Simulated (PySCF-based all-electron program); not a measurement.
## Distorting CoF3, quintet

Calculated with an in-house all-electron program built on PySCF, in large uncontracted Gaussian sets near the basis limit; the spin-free Dirac equation, no spin–orbit coupling, spin-unrestricted, lowest state found (another of this spin can lie close). Forces are good to about 0.015 eV/Å. Atoms are numbered as listed.

Shape A:

```xyz
4

Co    0.0000    0.0000    0.0000
F    -0.8673    1.2429    0.8384
F    -0.3929   -0.3709   -1.6456
F     1.2602   -0.8719    0.8072
```

PBE forces:

```
atom      Fx      Fy  Fz (eV/Å)
 Co1   0.000   0.000      0.000
  F2  -0.087   0.124      0.084
  F3  -0.039  -0.037     -0.165
  F4   0.126  -0.087      0.081
```

Shape B:

```
atom    x (Å)   y (Å)    z (Å)
  Co   0.0000  0.0000   0.0000
   F   0.0000  0.0000   1.4722
   F   1.5000  0.0000  -0.8660
   F  -1.5000  0.0000  -0.8660
```

Against shape A, Co1–F2 goes from 1.732 to 1.472 Å.

PBE forces:

```json
{"atom": "Co1", "Fx": "0.000", "Fy": "0.000", "Fz (eV/Å)": "-13.812"}
{"atom": "F2", "Fx": "0.000", "Fy": "0.000", "Fz (eV/Å)": "14.621"}
{"atom": "F3", "Fx": "0.506", "Fy": "0.000", "Fz (eV/Å)": "-0.404"}
{"atom": "F4", "Fx": "-0.506", "Fy": "0.000", "Fz (eV/Å)": "-0.404"}
```

Question: What forces does PBE0 give in shape B?

Answer: The forces move by 0.465 eV/Å (r.m.s. over the atoms) from PBE.

```tsv
atom	Fx	Fy	Fz (eV/Å)
Co1	0.000	0.000	-13.984
F2	0.000	0.000	14.184
F3	0.027	0.000	-0.100
F4	-0.027	0.000	-0.100
```
